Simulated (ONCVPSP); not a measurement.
Building the ONCV potential for gallium (Ga) (LDA (Perdew-Wang 92), scalar-relativistic).

ONCVPSP 4.0.1 was run on this input:

```
# ATOM AND REFERENCE CONFIGURATION
# atsym  z   nc   nv     iexc    psfile
  Ga 31.00    5    3  -001012      upf
#
#   n    l    f
    1    0    2.00
    2    0    2.00
    2    1    6.00
    3    0    2.00
    3    1    6.00
    3    2   10.00
    4    0    2.00
    4    1    1.00
#
# PSEUDOPOTENTIAL AND OPTIMIZATION
# lmax
    2
#
#   l,   rc,      ep,       ncon, nbas, qcut
    0    1.80    0.00    4    7    3.80
    1    2.85    0.00    4    7    2.70
    2    1.15    0.00    4    9   13.10
#
# LOCAL POTENTIAL
# lloc, lpopt,  rc(5),   dvloc0
    4    5    1.10    0.00
#
# VANDERBILT-KLEINMAN-BYLANDER PROJECTORs
# l, nproj, debl
    0    1    1.30
    1    2    3.00
    2    1    2.80
#
# MODEL CORE CHARGE
# icmod, fcfact, rcfact
    3    5.25    1.10
#
# LOG DERIVATIVE ANALYSIS
# epsh1, epsh2, depsh
   -2.00    5.00    0.02
#
# OUTPUT GRID
# rlmax, drl
    6.00    0.01
#
# TEST CONFIGURATIONS
# ncnf
    4
# nvcnf
#   n    l    f
    3
    3    2   10.00
    4    0    2.00
    4    1    0.00
#
    3
    3    2   10.00
    4    0    1.00
    4    1    0.00
#
    3
    3    2   10.00
    4    0    0.00
    4    1    0.00
#
    3
    3    2    9.00
    4    0    2.00
    4    1    1.00
#
```

Command:

```bash
oncvpsp.x < Ga.dat > Ga.out
```

Output (shortened: citation, most of the input echo, consistency checks and plot data are left out):

```
ONCVPSP  (Optimized Norm-Conservinng Vanderbilt PSeudopotential)
scalar-relativistic version 4.0.1

#   n    l    f        energy (Ha)
    1    0    2.00    -3.7523553E+02
    2    0    2.00    -4.6306341E+01
    2    1    6.00    -4.0358404E+01
    3    0    2.00    -5.4181433E+00
    3    1    6.00    -3.6256613E+00
    3    2   10.00    -7.1319787E-01
    4    0    2.00    -3.3700069E-01
    4    1    1.00    -1.0043957E-01

Reference configufation results
  iterations    30
  all-electron total energy (Ha)   -1.94112195D+03

Begin loop to  construct optimized pseudo wave functions
and semi-local pseudopoentials for all angular momenta

Calculating optimized projector #   1

 for l=   0

    Fraction of norm inside rc  0.305929
    Optimizing pswf for qcut=   3.79 a_B^-1,  ecut=   7.19 Ha
    Residual kinetic energy error=  1.21D-03 Ha

    Energy error per electron        Cutoff
         Ha          eV             Ha
         0.01000     0.27211        4.80
         0.00100     0.02721        7.54
         0.00010     0.00272       27.42
         0.00001     0.00027       35.87

   Wellstate for l =  1  n =  7
     eigenvalue =   2.8996
     asymptotic potential =   3.3996
     half-point radius =  4.7922

Calculating optimized projector #   1

 for l=   1

    Fraction of norm inside rc  0.428582
    Optimizing pswf for qcut=   2.70 a_B^-1,  ecut=   3.65 Ha
    Residual kinetic energy error=  2.84D-05 Ha

    Energy error per electron        Cutoff
         Ha          eV             Ha
         0.01000     0.27211        1.37
         0.00100     0.02721        2.20
         0.00010     0.00272        2.93
         0.00001     0.00027       12.62

Calculating optimized projector #   2

 for l=   1

    Fraction of norm inside rc  0.212235
    Optimizing pswf for qcut=   2.70 a_B^-1,  ecut=   3.65 Ha
    Residual kinetic energy error=  1.38D-01 Ha

    Energy error per electron        Cutoff
         Ha          eV             Ha
         0.01000     0.27211        5.98
         0.00100     0.02721       11.20
         0.00010     0.00272       23.46
         0.00001     0.00027       27.08

Calculating optimized projector #   1

 for l=   2

    Fraction of norm inside rc  0.819725
    Optimizing pswf for qcut=  13.11 a_B^-1,  ecut=  85.92 Ha
    Residual kinetic energy error=  1.99D-05 Ha

    Energy error per electron        Cutoff
         Ha          eV             Ha
         0.01000     0.27211       62.67
         0.00100     0.02721       72.60
         0.00010     0.00272       80.29
         0.00001     0.00027      122.74

Construct Vanderbilt / Kleinmman-Bylander projectors

B matrix Hermiticity error, ll=   1
   1   2    5.0168E-05

  Orthonormal projector coefficients  4.7963E+00  4.5166E-01

Model core correction analysis
  based on d2Exc/dn_idn_j

d2excae - all-electron derivatives

   -2.973360D-02   -6.328426D-03   -2.738461D-03
   -6.327771D-03   -2.962254D-02   -2.285251D-02
   -2.738262D-03   -2.284882D-02   -2.722911D-02

d2excps - pseudofunction derivatives with no core correction

   -4.864961D-02   -7.105459D-03   -3.102490D-03
   -7.104792D-03   -3.064644D-02   -2.310269D-02
   -3.102327D-03   -2.309914D-02   -2.719199D-02

rms 2nd derivative error    6.328622E-03

rmatch, rhocmatch    0.5444   48.6117

Teter function model core charge with specified parameters

d2excps - pseudofunction derivatives with core correction

   -4.223969D-02   -7.058966D-03   -3.080652D-03
   -7.058293D-03   -3.064574D-02   -2.310239D-02
   -3.080487D-03   -2.309884D-02   -2.719186D-02

rms 2nd derivative error    4.201551E-03

Pseudoatom total energy  -74.979129

Diagnostic tests using Vanderbilt-Kleinman-Bylander pseudopotentials
  1 or more projectors used as specified by nproj input data

   l    rcore       rmatch      e in        delta e   norm test  slope test

   0   1.8008803   1.8555589  -0.3370007  -0.0000014   1.0000001   0.9999153

   1   2.8544955   2.9411642  -0.1004396  -0.0000002   1.0000045   1.0000094
   1   2.8544955   2.9411642   2.8995604   0.0000087   1.0000861   1.0000861

   2   1.1567361   1.1918571  -0.7131979  -0.0000085   0.9999946   1.0000147

 Testing for bound ghosts
   n   l    E NL Schr. Eq   E Basis Diag.   E Cutoff

       0                       -1.954064     38.46  WARNING - GHOST(-)
   1   0       -0.337002       -0.328669     38.46

   2   1       -0.100440       -0.097633     27.14

   3   2       -0.713206       -0.711167    257.75

 Testing for highly-localized positive-energy ghosts
       l    <radius>/rc     E Basis Diag.   E Cutoff

       1        0.714682        4.386464     27.14  WARNING - GHOST(+)

Test configuration 0

   n   l     f        eae           eps        diff
   1   0  2.0000 -375.23552841
   2   0  2.0000  -46.30634082
   2   1  6.0000  -40.35840439
   3   0  2.0000   -5.41814329
   3   1  6.0000   -3.62566127
   3   2 10.0000   -0.71319787   -0.71320634   -8.48D-06
   4   0  2.0000   -0.33700069   -0.33700213   -1.44D-06
   4   1  1.0000   -0.10043957   -0.10043975   -1.84D-07

    Total energies and differences
      AE_ref= -1.94112195D+03  AE_tst= -1.94112195D+03  dif=  0.00D+00
      PS_ref= -7.49791288D+01  PS_tst= -7.49791288D+01  dif= -9.52D-13
      PSP excitation error=  9.52D-13

Test configuration 1

   n   l     f        eae           eps        diff
   1   0  2.0000 -375.54539847
   2   0  2.0000  -46.61323029
   2   1  6.0000  -40.66569455
   3   0  2.0000   -5.72570955
   3   1  6.0000   -3.93332765
   3   2 10.0000   -1.02004809   -1.02010606   -5.80D-05
   4   0  2.0000   -0.61200832   -0.61235071   -3.42D-04

    Total energies and differences
      AE_ref= -1.94112195D+03  AE_tst= -1.94090577D+03  dif=  2.16D-01
      PS_ref= -7.49791288D+01  PS_tst= -7.47628216D+01  dif=  2.16D-01
      PSP excitation error= -1.27D-04

Test configuration 2

   n   l     f        eae           eps        diff
   1   0  2.0000 -375.99646883
   2   0  2.0000  -47.05440791
   2   1  6.0000  -41.10772807
   3   0  2.0000   -6.17060971
   3   1  6.0000   -4.37812580
   3   2 10.0000   -1.46049178   -1.45738534    3.11D-03
   4   0  1.0000   -0.97284790   -0.97306314   -2.15D-04

    Total energies and differences
      AE_ref= -1.94112195D+03  AE_tst= -1.94011573D+03  dif=  1.01D+00
      PS_ref= -7.49791288D+01  PS_tst= -7.39723822D+01  dif=  1.01D+00
      PSP excitation error= -5.32D-04

Test configuration 3

psatom: WARNING lschvkbb convergence error n,l,iter=   2   1   4
ea(ii),et,emin,emax -1.088976E-01 -1.197874E-01 -1.197874E-01 -1.197874E-01
run_config: WARNING for fully non-local PS atom, stg. 1
 WARNING no output for configuration 4

Test configuration 4

psatom: WARNING lschvkbb convergence error n,l,iter=   1   0  39
ea(ii),et,emin,emax -5.967427E-01 -6.099567E-01 -6.099567E-01 -6.099567E-01
run_config: WARNING for fully non-local PS atom, stg. 1
 WARNING no output for configuration 5
```

Note: ghosts flagged at negative energy: s at -53.2 eV; GHOST(+) flagged for p at 119.4 eV. A true bound ghost makes a file unfit for plane-wave use.

The run took about 3 s on one core of a shared server CPU.
